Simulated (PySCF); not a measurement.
Compound: 2-chloropyridine-N-oxide, C5H4ClNO.
Atom-mapped SMILES: `[O-:1][n+:2]1[cH:3][cH:4][cH:5][cH:6][c:7]1[Cl:8]`

Structure used (GFN2-xTB), in Å, numbered top down from 1:
```
atom  x, y, z in Å
O1     0.8012    2.4417    0.2725
N2     0.3952    1.2668    0.1395
C3    -0.9295    0.9920    0.0592
C4    -1.4096   -0.2864   -0.0878
C5    -0.5254   -1.3530   -0.1592
C6     0.8311   -1.0833   -0.0771
C7     1.2657    0.2163    0.0702
Cl8    2.9275    0.6223    0.1803
H9    -1.5681    1.8598    0.1212
H10   -2.4749   -0.4420   -0.1451
H11   -0.8771   -2.3644   -0.2744
H12    1.5650   -1.8706   -0.1254
```

NICS = −σ at a ghost point: NICS(0) at the centroid of the ring atoms, NICS(1) 1 Å to either side along the normal of their mean plane, zz for the tensor component along that normal. Level: GIAO PBE0/pcSseg-1 (PySCF, non-relativistic, gas phase) on the GFN2-xTB geometry, one conformer.

Ring bond lengths (Å), with Mayer bond orders in brackets: N2–C3 1.355 (1.13), C3–C4 1.373 (1.45), C4–C5 1.387 (1.38), C5–C6 1.385 (1.42), C6–C7 1.378 (1.33), C7–N2 1.366 (1.06).

Problem. What do the NICS probes read (ppm)?

Solution. 
```tsv
ring	type	NICS(0)	NICS(1), two faces	NICS(1)zz, two faces	rms pucker (Å)	centre to ring atoms, mean (Å)
N2–C3–C4–C5–C6–C7	6-membered ring with N; formal bonds all aromatic	-6.8	-8.6 / -8.6	-20.5 / -20.6	0.00	1.37
```

Problem. What can be read from them?

Solution. 
- N2–C3–C4–C5–C6–C7: mean NICS(1)zz -20.5 ppm, shielded. The ring is flat and has no four-coordinate atom; by the NICS criterion it is aromatic.

Problem. How equal are the bonds by HOMA? HOMA = 1 − mean of α(R − Ropt)² over the ring bonds, with Krygowski's 1993 parameters (CC: Ropt 1.388 Å, α 257.7 Å⁻²; CN: Ropt 1.334 Å, α 93.52 Å⁻²).

Solution. 
- N2–C3–C4–C5–C6–C7: HOMA 0.96; the largest term is that of C7–N2, α(R − Ropt)² = 0.10. The geometric and the magnetic index point the same way.

Problem. What are the shieldings of the ring atoms and their hydrogens in the same run (means over atoms taken as equivalent)?

Solution. 
```json
{"atoms": "N2", "environment": "N-oxide nitrogen", "σ isotropic (ppm)": "-64.3", "principal values of the symmetric part, first atom (ppm)": "-166.5, -158.9, 132.6"}
{"atoms": "C3", "environment": "aromatic CH next to a ring nitrogen", "σ isotropic (ppm)": "41.7", "principal values of the symmetric part, first atom (ppm)": "-36.3, 38.0, 123.5"}
{"atoms": "C4", "environment": "aromatic CH carbon", "σ isotropic (ppm)": "56.9", "principal values of the symmetric part, first atom (ppm)": "-53.6, 51.7, 172.8"}
{"atoms": "C5", "environment": "aromatic CH carbon", "σ isotropic (ppm)": "62.6", "principal values of the symmetric part, first atom (ppm)": "-35.6, 44.2, 179.2"}
{"atoms": "C6", "environment": "aromatic CH carbon", "σ isotropic (ppm)": "53.6", "principal values of the symmetric part, first atom (ppm)": "-47.7, 52.6, 155.9"}
{"atoms": "C7", "environment": "aromatic C–Cl carbon", "σ isotropic (ppm)": "32.9", "principal values of the symmetric part, first atom (ppm)": "-35.7, 43.8, 90.7"}
{"atoms": "H9", "environment": "aromatic hydrogen", "σ isotropic (ppm)": "23.25", "principal values of the symmetric part, first atom (ppm)": "19.4, 23.8, 26.5"}
{"atoms": "H10", "environment": "aromatic hydrogen", "σ isotropic (ppm)": "24.46", "principal values of the symmetric part, first atom (ppm)": "21.7, 24.7, 26.9"}
{"atoms": "H11", "environment": "aromatic hydrogen", "σ isotropic (ppm)": "24.76", "principal values of the symmetric part, first atom (ppm)": "22.1, 25.4, 26.7"}
{"atoms": "H12", "environment": "aromatic hydrogen", "σ isotropic (ppm)": "24.12", "principal values of the symmetric part, first atom (ppm)": "20.1, 23.5, 28.7"}
```
